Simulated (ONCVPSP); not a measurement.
# Wu-Cohen ONCV dataset for chromium, scalar-relativistic all-electron reference.

- Element: Cr
- Generator: ONCVPSP 4.0.1
- Type: optimised norm-conserving Vanderbilt (ONCV)
- Functional: Wu-Cohen
- Relativity: scalar-relativistic
- Frozen core: [Ne]
- Valence charge: 14
- Reference configuration: 3s2 3p6 3d3 (charge +3)
- Partial waves: 3s: rc 1.30 bohr, ncon 3, nbas 7, qcut 10 1/bohr, 1 projector; 3p: rc 1.05 bohr, ncon 4, nbas 7, qcut 11.9 1/bohr, 2 projectors, debl 2 Ha; 3d: rc 1.25 bohr, ncon 4, nbas 9, qcut 13.1 1/bohr, 2 projectors, debl 1.3 Ha
- Local potential: polynomial inside 0.80 bohr (lpopt 1, dvloc0 4 Ha)
- Core correction: Teter function, fcfact 3, rcfact 1.65

In the p channel the program set the typed energies aside and used -3.075, 0.250 Ha. In the d channel the program set the typed energies aside and used -1.438, 0.250 Ha.

All-electron outer shells of the reference configuration (Wu-Cohen, scalar-relativistic, ld1.x):

```csv
shell,level (eV),outermost node (bohr),outermost maximum (bohr)
3s,-112.52,0.36,0.78
3p,-83.67,0.33,0.79
3d,-39.12,–,0.79
```

(1) Estimate the cutoffs (Ha) at which the residual kinetic energy of the hardest occupied pseudo-wave falls to 1 and 0.1 mHa per electron.

(2) What does a ghost test show?

(3) Which valence shell sets the plane-wave cutoff?

Results:

(1) 62 Ha and 70 Ha.

(2) No bound ghost flagged; no localised positive-energy state flagged.

(3) 3d: 62 Ha for 1 mHa per electron, against 44 Ha for 3p.

Its largest configuration-test error is +164 meV (3s2 3p6 3d5 4s1). 1 of 4 tests not solved or not reliable.
